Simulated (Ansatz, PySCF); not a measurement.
Reaction (SMILES): CC[N](C)[GeH3] → [CH2][N](C)[GeH3] + [CH3] (CH3) (the C-C bond at the site shown breaks; other sites are not compared here)
Structures are relaxed separately at B3LYP-D3(BJ)/def2-TZVP in Ansatz (a quantum-chemistry and plane-wave program), one conformer each, not searched for the lowest. Frequencies are from PySCF.

Wanted: bond dissociation energy (enthalpy at 298 K, with B3LYP-D3(BJ) rigid-rotor harmonic-oscillator terms), in kcal/mol. Cores are frozen in the correlated levels unless marked. Open shells are spin-unrestricted. No spin-orbit coupling. The frozen core is the preceding noble-gas configuration, with the filled d and f shells of earlier blocks. No relativistic terms. Basis-set limits of correlation are two-point, X^-3; Hartree-Fock from the larger set.

CCSD(T)/CBS(cc-pVTZ,cc-pVQZ) (Ansatz) gives 80.0 kcal/mol.

Task: Another calculation gave 67.6 kcal/mol. Which level was it?
A. HSE06/def2-TZVPD (Ansatz)
B. SVWN5/def2-TZVPD (Ansatz)
C. BLYP/def2-TZVPD (Ansatz)
D. B3LYP/def2-TZVPD (Ansatz)

Result: C, BLYP/def2-TZVPD (Ansatz). The others give 92.8 (SVWN5), 70.4 (B3LYP), 75.5 (HSE06) kcal/mol.
